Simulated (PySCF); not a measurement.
[Zn(Cl)2] (charge 0, multiplicity 1)

Level of theory: TPSSh-D3(BJ)/def2-TZVP // PBE-D3(BJ)/def2-SVP (PySCF 2.14.0).

* **HOMO**: -8.39 eV
* **dipole moment**: 0.00 D
* **HOMO–LUMO gap**: 6.23 eV
* **LUMO**: -2.15 eV
* **charge on the central atom (Mulliken)**: 0.62 e
* **charge on the central atom (meta-Löwdin)**: 1.23 e
* **total energy**: -2699.9580 Ha
* **cost**: very roughly 60 core-seconds

Bonded distances (Å): Zn1–Cl2 2.103, Zn1–Cl3 2.103. Angles (°): Cl2–Zn1–Cl3 180.0.
Charge 0, spin multiplicity 1.
